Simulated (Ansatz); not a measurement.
A CCSD(T) single point on `C1O[SiH2][SiH2]S1`.

```yaml
crystal:
  periodic: [false, false, false]
  atoms:
    - {symbol: C, position_ang: [-0.806082, 1.406237, 0.194877]}
    - {symbol: O, position_ang: [-0.902661, 0.363460, 1.111786]}
    - {symbol: Si, position_ang: [0.172306, -0.903888, 1.042388]}
    - {symbol: Si, position_ang: [0.705791, -0.749070, -1.235045]}
    - {symbol: S, position_ang: [-0.662701, 0.860820, -1.565291]}
    - {symbol: H, position_ang: [0.043952, 2.056475, 0.421191]}
    - {symbol: H, position_ang: [-1.725440, 1.992344, 0.229517]}
    - {symbol: H, position_ang: [-0.536584, -2.124623, 1.494037]}
    - {symbol: H, position_ang: [1.336940, -0.657149, 1.937025]}
    - {symbol: H, position_ang: [2.125537, -0.404674, -1.519526]}
    - {symbol: H, position_ang: [0.314442, -1.896932, -2.090558]}
basis:
  gaussian: {orbitals: def2-TZVPP}
correlation: {method: ccsd_t}
output: {orbitals: {seedname: orbitals}}
```

```sh
$ ansatz run in.yaml --threads 4 --pin off --events-out ev --progress --plain --max-ram 10444MiB
```

Output of Ansatz, abridged:

```
Functional definition: HF
1585 factors; integrals over basis functions are off by at most 1.2e-3 eV
mean field evaluation 1: about -29704.4909 eV, gradient 3.4e1 eV
mean field evaluation 2: about -29704.9081 eV, gradient 3.4e1 eV
mean field evaluation 4: about -29707.9913 eV, gradient 4.6e0 eV
mean field evaluation 8: about -29708.0792 eV, gradient 3.3e-1 eV
mean field -29708.07980304 eV, -1091.7517959019 hartree, gradient 9.6e-6 eV, S^2 0.000000; 0 other end points of the search recorded, 0 dependent functions left out
17 core orbitals not correlated: weight in the atoms' cores, before any rotation towards them, 1.000 or more for the frozen orbitals, at most 0.000 for the correlated occupied ones
reference -29708.07980304 eV, -1091.7517959019 hartree; 15, 15 occupied and 240, 240 virtual orbitals, 1585 factors
second order -22.21479943 eV of doubles, -0.00000000 eV of singles
cycle   1  -22.95000765 eV  change   -7.4e-1 eV  update   1.2e-1
cycle   2  -23.59060813 eV  change   -6.4e-1 eV  update   3.5e-2
cycle   3  -23.73238830 eV  change   -1.4e-1 eV  update   1.9e-2
cycle   4  -23.72027191 eV  change    1.2e-2 eV  update   4.7e-3
cycle   5  -23.71726220 eV  change    3.0e-3 eV  update   2.4e-3
cycle   6  -23.71786726 eV  change   -6.1e-4 eV  update   7.4e-4
cycle   7  -23.71748678 eV  change    3.8e-4 eV  update   2.9e-4
cycle   8  -23.71742663 eV  change    6.0e-5 eV  update   9.5e-5
cycle   9  -23.71748126 eV  change   -5.5e-5 eV  update   3.7e-5
cycle  10  -23.71747876 eV  change    2.5e-6 eV  update   1.4e-5
perturbative correction -1.03214318 eV, -0.0379305624 hartree
Total energy: -29732.82942498 eV, -1092.6613277325 hartree
```

It took 2.5 min on 4 threads of an Arm Neoverse V2 on a shared host, with 6.7 GiB of host memory at the peak.

Correlation energy per correlated electron: -0.825 eV. T1 diagnostic: 0.0137.
